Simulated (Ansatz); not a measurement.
Reaction (ligand exchange at the Si–I bond): `I[SiH]1CO1` + `[SiH3]S` → `[SiH3]S[SiH]1CO1` + HI

Gas-phase electronic energies from Ansatz, PBE0-D4/def2-TZVP geometries. CCSD(T)/CBS adds triple-zeta CCSD(T) − MP2 to the extrapolated MP2 energy (def2 sets, frozen cores). DFT in def2-TZVPP. B3LYP here is the variant with VWN-RPA as its local correlation; programs differ in this. Elements past krypton have def2 core potentials. For I outer-core shells are correlated without core-valence functions, which leaves a few kJ/mol of doubt a bond. Each species was taken in one conformer, which may not be the lowest.

`I[SiH]1CO1`:

```xyz
7

I     2.150    1.591   -0.931
Si    0.143    0.271   -0.729
C    -0.466   -0.312    0.861
O     0.268   -1.228   -0.050
H    -0.676    0.399   -1.948
H     0.080   -0.106    1.778
H    -1.499   -0.615    1.019
```

`[SiH3]S`:

```xyz
6

Si    0.437   -0.284    0.082
S    -1.087    1.147    0.523
H    -0.125   -1.647   -0.091
H     1.339   -0.254    1.258
H     1.191    0.081   -1.144
H    -1.755    0.957   -0.627
```

`[SiH3]S[SiH]1CO1`:

```xyz
11

Si   -0.693   -2.275    0.463
S     0.967   -1.134   -0.279
Si    0.091    0.778   -0.129
C     0.939    2.261   -0.693
O     0.854    1.944    0.757
H    -0.216   -3.677    0.498
H    -1.077   -1.825    1.823
H    -1.863   -2.154   -0.442
H    -1.376    0.684    0.028
H     1.959    2.221   -1.070
H     0.414    3.177   -0.956
```

HI:

```xyz
2

I     0.362    0.135    0.706
H    -0.362   -0.135   -0.706
```

Question: Is it downhill or uphill in electronic energy at CCSD(T)/CBS, and by how much? (An estimate is asked.)

Answer: The calculation gave: Uphill: ΔE = +0.19 eV.

Question: What do these levels give: PBE0-D4, B3LYP-D4, PBE, HF/def2-TZVPP, MP2/def2-TZVPP, HF/CBS(def2)? (Estimate.)

Answer: Computed: PBE0-D4 0.16, B3LYP-D4 0.16, PBE 0.19, HF/def2-TZVPP 0.24, MP2/def2-TZVPP 0.17, HF/CBS(def2) 0.24 eV.

Largest T1 diagnostic among the species: 0.013.

The D4 term adds −0.05 eV with B3LYP and −0.03 eV with PBE0; it sums over pairs of atoms, weighted by their polarisabilities, and B3LYP, whose exchange is more repulsive, gets the larger term. In def2-TZVPP, CCSD(T) changes the Hartree–Fock value by −0.10 eV (the triples alone add −0.01 eV) and MP2 by −0.06 eV.
